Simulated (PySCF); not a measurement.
**Sr⁺ (strontium, charge +1): UHF calculation**

Configuration: [Kr] 5s1, 2S determinant. All numbers are calculated (PySCF 2.14, scalar relativity by spin-free X2C-1e, in aug-cc-pVDZ-X2C (7s6p4d, 45 functions)).

* Total energy: -3177.170251 hartree
* One-electron energy: -4388.0817 hartree
* Hartree (Coulomb) energy: 1314.8038 hartree
* Exchange energy: -103.8923 hartree
* ⟨S²⟩: 0.7504
* ⟨L²⟩: 0.000
* Sum of ⟨r⟩: 26.44 bohr
* Sum of ⟨r²⟩: 45.22 bohr²
* Langevin diamagnetic susceptibility: -35.8 ×10⁻⁶ cm³/mol
* Time after the integrals: 0.1 s of wall time on 1 thread of Neoverse-V2 (shared host)

| shell | electrons | mean orbital energy (eV) | rms radius, mean of both spins (bohr) |
| --- | --- | --- | --- |
| 1s α | 1 | -16203.8 | 0.0450 |
| 1s β | 1 | -16203.8 | 0.0450 |
| 2s α | 1 | -2267.8 | 0.187 |
| 2s β | 1 | -2267.7 | 0.187 |
| 2p α | 3 | -2010.4 | 0.166 |
| 2p β | 3 | -2010.4 | 0.166 |
| 3s α | 1 | -385.97 | 0.523 |
| 3s β | 1 | -385.89 | 0.523 |
| 3p α | 3 | -300.21 | 0.535 |
| 3p β | 3 | -300.18 | 0.535 |
| 3d α | 5 | -158.26 | 0.547 |
| 3d β | 5 | -158.24 | 0.547 |
| 4s α | 1 | -59.199 | 1.45 |
| 4s β | 1 | -58.968 | 1.45 |
| 4p α | 3 | -35.925 | 1.68 |
| 4p β | 3 | -35.817 | 1.68 |
| 5s α | 1 | -10.466 | 4.32 |

Densities and radii are taken from the X2C orbitals without a picture-change correction, which distorts them close to the nucleus.
